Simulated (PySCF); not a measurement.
CH₄BrGaO, singlet, geometry from GFN2-xTB (such geometries of metal compounds can be far from the true shape). Base run: PBE/6-31G, polarisability (PySCF).

The PySCF input:
```python
from pyscf import gto, scf, dft
from pyscf.prop import polarizability

mol = gto.M(
    atom='''
Ga    0.52938246    0.52123927   -0.04001002
Br   -1.10593774   -1.09693141    0.09159657
C     0.52094922    2.19187114   -1.17525040
H     1.28946578    2.10262043   -1.94284415
H     0.75885295    3.04356963   -0.53900761
H    -0.45286851    2.33363426   -1.64468114
O     1.91527464    0.24956352    0.95494560
H     2.25362161   -0.39337718    1.57290099
''',
    basis='6-31g',
    verbose=4,
)

mf = dft.RKS(mol)
mf.xc = 'pbe'
mf.kernel()
alpha = mf.Polarizability().polarizability()[2, 2]
print('alpha_zz =', alpha)
```

The base run was repeated with changes; each row names its change, and settings that it needs were set with it.

```json
[
 {"change": "base", "alpha_zz (bohr³)": "42.08", "basis functions": "80", "core-seconds (rough)": "20"},
 {"change": "finite field (a.u.) = 0.005; conv_tol = 1e-11", "alpha_zz (bohr³)": "42.10", "basis functions": "80", "core-seconds (rough)": "20"},
 {"change": "basis = cc-pVDZ", "alpha_zz (bohr³)": "46.91", "basis functions": "102", "core-seconds (rough)": "30"},
 {"change": "finite field (a.u.) = 0.001; conv_tol = 1e-6", "alpha_zz (bohr³)": "40.92", "basis functions": "80", "core-seconds (rough)": "10"},
 {"change": "finite field (a.u.) = 0.05; conv_tol = 1e-11", "alpha_zz (bohr³)": "43.65", "basis functions": "80", "core-seconds (rough)": "30"},
 {"change": "finite field (a.u.) = 0.001; conv_tol = 1e-11", "alpha_zz (bohr³)": "42.08", "basis functions": "80", "core-seconds (rough)": "20"},
 {"change": "functional = pbe0", "alpha_zz (bohr³)": "39.63", "basis functions": "80", "core-seconds (rough)": "20"},
 {"change": "functional = hf", "alpha_zz (bohr³)": "35.57", "basis functions": "80", "core-seconds (rough)": "3"},
 {"change": "functional = camb3lyp", "alpha_zz (bohr³)": "39.02", "basis functions": "80", "core-seconds (rough)": "60"},
 {"change": "basis = def2-SVP", "alpha_zz (bohr³)": "___", "basis functions": "___", "core-seconds (rough)": "30"},
 {"change": "functional = lda,vwn", "alpha_zz (bohr³)": "___", "basis functions": "80", "core-seconds (rough)": "10"},
 {"change": "basis = STO-3G", "alpha_zz (bohr³)": "26.45", "basis functions": "50", "core-seconds (rough)": "10"}
]
```

Problem. What belongs in the gaps?

Solution. 
- basis = def2-SVP, alpha_zz (bohr³): 46.84
- basis = def2-SVP, basis functions: 112
- functional = lda,vwn, alpha_zz (bohr³): 42.25

Finite-field rows take the second difference of the energy in a field along z; a small field with loose convergence shows SCF noise divided by the square of the field, and a large one adds hyperpolarisability.
